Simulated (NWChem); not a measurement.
# NH$_{3}$SeO; SMILES N[Se]O

```xyz
6

Se     0.4081     0.0040    -0.0059
O     -0.6997    -1.4742    -0.0714
H     -0.8812    -1.7076     0.8551
N     -0.6955     1.4668    -0.0072
H     -1.2782     1.5499     0.8209
H     -1.2514     1.5496    -0.8538
```
Atoms are numbered in this order, from 1.

Computed with NWChem. The geometry was optimised at B3LYP/6-31G* (spherical d).

### Question
Predict the results for OLYP/def2-TZVP. Quantities: highest occupied level (eV); orbital gap (eV); dipole (D).

### Answer
- highest occupied level (eV): -5.14
- orbital gap (eV): 3.76
- dipole (D): 2.03
